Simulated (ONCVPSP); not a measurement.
**What one change does to a pseudopotential (Tl (Z = 81), ONCV)**

```json
{
 "Element": "Tl",
 "Generator": "ONCVPSP 4.0.1",
 "Type": "optimised norm-conserving Vanderbilt (ONCV)",
 "Functional": "PBE",
 "Relativity": "scalar-relativistic",
 "Frozen core": "[Kr] 4d10 4f14",
 "Valence charge": "21",
 "Reference configuration": "5s2 5p6 5d10 6s2 6p1",
 "Partial waves": "5s+6s: rc 1.20 bohr, ncon 3, nbas 7, qcut 8.6 1/bohr, 2 projectors; 5p+6p: rc 1.30 bohr, ncon 4, nbas 8, qcut 8.5 1/bohr, 2 projectors; 5d: rc 2.00 bohr, ncon 3, nbas 8, qcut 6.9 1/bohr, 3 projectors, debl 3.8 Ha",
 "Local potential": "polynomial inside 0.80 bohr (lpopt 5, dvloc0 3 Ha)",
 "Core correction": "none"
}
```

All-electron outer shells of the reference configuration (PBE, scalar-relativistic, ld1.x):

```json
{"shell": "4d", "level (eV)": "-375.02", "outermost node (bohr)": "0.19", "outermost maximum (bohr)": "0.39"}
{"shell": "5s", "level (eV)": "-131.00", "outermost node (bohr)": "0.46", "outermost maximum (bohr)": "0.80"}
{"shell": "4f", "level (eV)": "-114.03", "outermost node (bohr)": "–", "outermost maximum (bohr)": "0.36"}
{"shell": "5p", "level (eV)": "-76.10", "outermost node (bohr)": "0.50", "outermost maximum (bohr)": "0.91"}
{"shell": "5d", "level (eV)": "-15.49", "outermost node (bohr)": "0.53", "outermost maximum (bohr)": "1.11"}
{"shell": "6s", "level (eV)": "-9.55", "outermost node (bohr)": "1.04", "outermost maximum (bohr)": "2.08"}
{"shell": "6p", "level (eV)": "-2.37", "outermost node (bohr)": "1.23", "outermost maximum (bohr)": "2.91"}
```

Change: core correction Teter function, fcfact 4.25, rcfact 1.75.

Cutoffs: the cutoffs (Ha) at which the residual kinetic energy of the hardest occupied pseudo-wave falls to 1 and 0.1 mHa per electron; they do not see the model core or the augmentation charge, which bear on the density cutoff. Errors are all-electron minus pseudo energies relative to the spin-unpolarised reference configuration.

Problem. How do hardness, ghosts and transferability respond?

Solution. The potential gets neither clearly harder nor softer (32 Ha and 70 Ha → 32 Ha and 70 Ha); both files keep a bound ghost (s); of the 3 tests that both files solve, the error grows in 2 and shrinks in 0 by more than 15 % and 0.3 meV (median size 9.2 → 16.2 meV). A model core, the more so a compact one, raises the density cutoff, which this test does not measure.

```csv
quantity,base,changed
"cutoff, loose",32 Ha,32 Ha
"cutoff, tight",70 Ha,70 Ha
bound ghosts,s,s
GHOST(+) flags under 300 eV,"d at 153.7 eV, p at 256.1 eV","d at 153.7 eV, p at 256.1 eV"
tests with a reliable result,3 of 4,3 of 4
"error for 5s2 5p6 5d10 6s2 6p0, meV [ΔE 5.17 eV]",-2.2,-2.5
"error for 5s2 5p6 5d10 6s1 6p0, meV [ΔE 25.95 eV]",-9.2,-16
"error for 5s1 5p6 5d10 6s2 6p1, meV [ΔE 138.53 eV]",-307,-367
s: phases at 1.22 bohr within 0.05 rad from the reference energy up to (Ha; the scan ends near 5),to the end of the scan,to the end of the scan
p: phases at 1.32 bohr within 0.05 rad from the reference energy up to (Ha; the scan ends near 5),4.8,4.8
d: phases at 2.04 bohr within 0.05 rad from the reference energy up to (Ha; the scan ends near 5),to the end of the scan,to the end of the scan
```

 A true bound ghost makes a file unfit for plane-wave use even where its test errors are small: the radial tests pick states by their node count and pass the ghost by.
